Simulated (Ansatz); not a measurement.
BrH₃NOSi, SMILES `N[Si](O)Br` radical, relaxed with UKS PBE-D4/def2-SVP in Ansatz from a rough embedded geometry. The force threshold is 0.03 eV/Å; the program also tests the step.

Total charge 0; spin multiplicity 2.

Start:

```xyz
7

N    -1.171   -0.099    0.524
Si    0.267   -0.819    0.240
O     1.259    0.477    0.438
Br    0.364   -1.260   -1.852
H    -1.101    0.643    1.220
H    -1.520    0.411   -0.314
H     1.902    0.647   -0.256
```

Task: By how much does the energy fall, and how many steps does the optimiser take? (Estimate.)

Result: Ansatz gave: 21.33 kcal/mol, in 14 steps, 2 of them rejected.

Task: Which bonds change most? (Estimate.)

Result: The calculation gave: Si2–Br4 from 2.140 to 2.287 Å; N1–Si2 from 1.634 to 1.734 Å; Si2–O3 from 1.644 to 1.686 Å; N1–H6 from 1.042 to 1.023 Å.

Task: Give the relaxed structure. (Best estimate.)

Result: The calculation gave: 
```xyz
7

N    -1.162    0.229    0.335
Si    0.351   -0.548    0.000
O     1.476    0.682    0.253
Br    0.224   -1.268   -2.167
H    -1.246    0.796    1.184
H    -2.038   -0.250    0.109
H     2.395    0.358    0.286
```
